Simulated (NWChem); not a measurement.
System: AlBrCl$_{2}$; SMILES [Br][Al]([Cl])[Cl]

The following NWChem deck was run.

```
start job
memory heap 200 mb stack 900 mb global 1100 mb
geometry units angstroms noautosym nocenter noautoz
  Al     0.000000     0.000000    -0.511199
  Cl     0.000000     1.797049    -1.561059
  Cl     0.000000    -1.797049    -1.561059
  Br     0.000000     0.000000     1.716534
end
basis spherical
  * library def2-svpd
end
dft
  xc pbe0
  iterations 150
end
property
  response 1 0.0
end
task dft property
```

Output (shortened):

```
             Northwest Computational Chemistry Package (NWChem) 7.3.0
             --------------------------------------------------------

                             Geometry "geometry" -> ""
                             -------------------------

 Output coordinates in angstroms (scale by  1.889725989 to convert to a.u.)

  No.       Tag          Charge          X              Y              Z
 ---- ---------------- ---------- -------------- -------------- --------------
    1 Al                  13.0000     0.00000000     0.00000000    -0.51119900
    2 Cl                  17.0000     0.00000000     1.79704900    -1.56105900
    3 Cl                  17.0000     0.00000000    -1.79704900    -1.56105900
    4 Br                  35.0000     0.00000000     0.00000000     1.71653400

 Effective nuclear repulsion energy (a.u.)     431.4832574223

                              NWChem Property Module
                              ----------------------

                                 NWChem DFT Module
                                 -----------------

 Summary of "ao basis" -> "ao basis" (spherical)
 ------------------------------------------------------------------------------
       Tag                 Description            Shells   Functions and Types
 ---------------- ------------------------------  ------  ---------------------
 Al                        def2-svpd                10       24   5s3p2d
 Cl                        def2-svpd                11       27   5s4p2d
 Br                        def2-svpd                15       41   6s5p4d

            General Information
            -------------------
          SCF calculation type: DFT
          Wavefunction type:  closed shell.
          No. of atoms     :     4
          No. of electrons :    82
           Alpha electrons :    41
            Beta electrons :    41
          Charge           :     0
          Spin multiplicity:     1
          Use of symmetry is: off; symmetry adaption is: off
          Maximum number of iterations: 150
          AO basis - number of functions:   119
                     number of shells:    47
          Convergence on energy requested:  1.00D-06
          Convergence on density requested:  1.00D-05
          Convergence on gradient requested:  5.00D-04

              XC Information
              --------------
                         PBE0 Method XC Functional
                     Hartree-Fock (Exact) Exchange  0.250
          PerdewBurkeErnzerhof Exchange Functional  0.750
            Perdew 1991 LDA Correlation Functional  1.000 local
           PerdewBurkeErnz. Correlation Functional  1.000 non-local

             Grid Information
             ----------------
          Grid used for XC integration:  medium
          Radial quadrature: Mura-Knowles
          Angular quadrature: Lebedev.
          Tag              B.-S. Rad. Rad. Pts. Rad. Cut. Ang. Pts.
          ---              ---------- --------- --------- ---------
          Al                  1.25       88          12.0       590
          Cl                  1.00       88          14.0       590
          Br                  1.15      112          13.0       590
          Grid pruning is: on
          Number of quadrature shells:   376
          Spatial weights used:  Erf1

      Superposition of Atomic Density Guess
      -------------------------------------

 Sum of atomic energies:       -3732.53914279

      Non-variational initial energy
      ------------------------------

 Total energy =   -3733.281639
 1-e energy   =   -6048.443527
 2-e energy   =    1883.678630
 HOMO         =      -0.415305
 LUMO         =      -0.027463

   convergence    iter        energy       DeltaE   RMS-Dens  Diis-err
 ---------------- ----- ----------------- --------- --------- ---------
 d= 0,ls=0.0,diis     1  -3735.7669820324 -4.17D+03  1.47D-02  4.92D-01
 d= 0,ls=0.0,diis     2  -3735.7572936425  9.69D-03  7.99D-03  4.43D-01
 d= 0,ls=0.0,diis     3  -3735.8209789269 -6.37D-02  1.18D-03  1.92D-02
 d= 0,ls=0.0,diis     4  -3735.8240181813 -3.04D-03  1.46D-04  9.12D-05
 d= 0,ls=0.0,diis     5  -3735.8240312826 -1.31D-05  4.12D-05  2.03D-05
  Resetting Diis
 d= 0,ls=0.0,diis     6  -3735.8240339614 -2.68D-06  6.13D-06  8.71D-07
 d= 0,ls=0.0,diis     7  -3735.8240340218 -6.04D-08  2.49D-06  1.56D-08

         Total DFT energy =    -3735.824034021761
      One electron energy =    -6049.811636560674
           Coulomb energy =     2048.366357280820
    Exchange-Corr. energy =     -165.862012164195
 Nuclear repulsion energy =      431.483257422288

 Numeric. integr. density =       82.000000380327

                       DFT Final Molecular Orbital Analysis
                       ------------------------------------

 Vector   39  Occ=2.000000D+00  E=-3.612788D-01
              MO Center=  3.6D-09, -3.2D-07, -9.3D-01, r^2= 5.2D+00
   Bfn.  Coefficient  Atom+Function         Bfn.  Coefficient  Atom+Function
  ----- ------------  ---------------      ----- ------------  ---------------
    37      0.285938  2 Cl py                64      0.285938  3 Cl py
    38      0.267947  2 Cl pz                65     -0.267947  3 Cl pz
    34      0.232357  2 Cl py                61      0.232357  3 Cl py
    95      0.227610  4 Br py                92      0.214436  4 Br py
    35      0.202607  2 Cl pz                62     -0.202607  3 Cl pz

 Vector   40  Occ=2.000000D+00  E=-3.433370D-01
              MO Center= -6.4D-09, -3.4D-09,  1.3D+00, r^2= 2.6D+00
   Bfn.  Coefficient  Atom+Function         Bfn.  Coefficient  Atom+Function
  ----- ------------  ---------------      ----- ------------  ---------------
    94      0.547419  4 Br px                91      0.505196  4 Br px
    88     -0.333748  4 Br px                36     -0.131845  2 Cl px
    63     -0.131845  3 Cl px                85      0.108403  4 Br px
    33     -0.101270  2 Cl px                60     -0.101270  3 Cl px
    30     -0.058240  2 Cl px                57     -0.058240  3 Cl px

 Vector   41  Occ=2.000000D+00  E=-3.324066D-01
              MO Center= -6.0D-10,  2.3D-08,  9.3D-01, r^2= 4.0D+00
   Bfn.  Coefficient  Atom+Function         Bfn.  Coefficient  Atom+Function
  ----- ------------  ---------------      ----- ------------  ---------------
    95      0.517397  4 Br py                92      0.479649  4 Br py
    89     -0.315342  4 Br py                38     -0.209283  2 Cl pz
    65      0.209283  3 Cl pz                35     -0.161197  2 Cl pz
    62      0.161197  3 Cl pz                86      0.102379  4 Br py
    32     -0.092530  2 Cl pz                59      0.092530  3 Cl pz

 Vector   42  Occ=0.000000D+00  E=-6.105362D-02
              MO Center=  3.9D-07, -1.9D-08, -3.4D-01, r^2= 6.5D+00
   Bfn.  Coefficient  Atom+Function         Bfn.  Coefficient  Atom+Function
  ----- ------------  ---------------      ----- ------------  ---------------
     5      0.919514  1 Al s                  4      0.900909  1 Al s
     3      0.531205  1 Al s                 29     -0.332414  2 Cl s
    56     -0.332414  3 Cl s                 96      0.299803  4 Br pz
     2      0.284250  1 Al s                 84     -0.259549  4 Br s
    82     -0.241434  4 Br s                 99      0.232759  4 Br pz

 Vector   43  Occ=0.000000D+00  E=-5.118329D-02
              MO Center= -4.0D-07, -3.2D-09, -4.1D-01, r^2= 4.1D+00
   Bfn.  Coefficient  Atom+Function         Bfn.  Coefficient  Atom+Function
  ----- ------------  ---------------      ----- ------------  ---------------
    12      0.656805  1 Al px                 9      0.424271  1 Al px
    94     -0.236066  4 Br px                36     -0.225066  2 Cl px
    63     -0.225066  3 Cl px                 6     -0.207910  1 Al px
    91     -0.163353  4 Br px                33     -0.139305  2 Cl px
    60     -0.139305  3 Cl px                88      0.102950  4 Br px

 Vector   44  Occ=0.000000D+00  E= 2.184765D-02
              MO Center= -3.3D-08,  2.5D-07, -3.4D-01, r^2= 1.4D+01
   Bfn.  Coefficient  Atom+Function         Bfn.  Coefficient  Atom+Function
  ----- ------------  ---------------      ----- ------------  ---------------
     5      5.014328  1 Al s                 29     -1.990451  2 Cl s
    56     -1.990451  3 Cl s                 84     -1.630263  4 Br s
     3     -0.596615  1 Al s                 40      0.484560  2 Cl py
    67     -0.484560  3 Cl py                24     -0.481958  1 Al d  2
    99      0.477490  4 Br pz                14     -0.327086  1 Al pz

     Multipole analysis of the density
     ---------------------------------

     L   x y z        total         alpha         beta         nuclear
     -   - - -        -----         -----         ----         -------
     0   0 0 0     -0.000000    -41.000000    -41.000000     82.000000

     1   1 0 0      0.000000      0.000000      0.000000      0.000000
     1   0 1 0      0.000000      0.000000      0.000000      0.000000
     1   0 0 1      0.129383     -0.272716     -0.272716      0.674815

[...]

 DFT Linear Response polarizability / au
 Frequency  =       0.0000000 / au
              X              Y              Z
 -----------------------------------------------
 X      56.0643912     -0.0000004     -0.0000001
 Y      -0.0000004     75.1194227      0.0000001
 Z      -0.0000001      0.0000001     81.4205578
 -----------------------------------------------
 Eigenvalues =      56.0643912     75.1194227     81.4205578
 Isotropic   =      70.8681239
 Anisotropic =      22.8662821
 -----------------------------------------------

 Magnetic Dipole Response Matrix (nonzero elements):

 Exiting AOResponse driver routine
```

Level: PBE0/def2-SVPD. Coordinates come from a PBE0/def2-SVP optimisation.
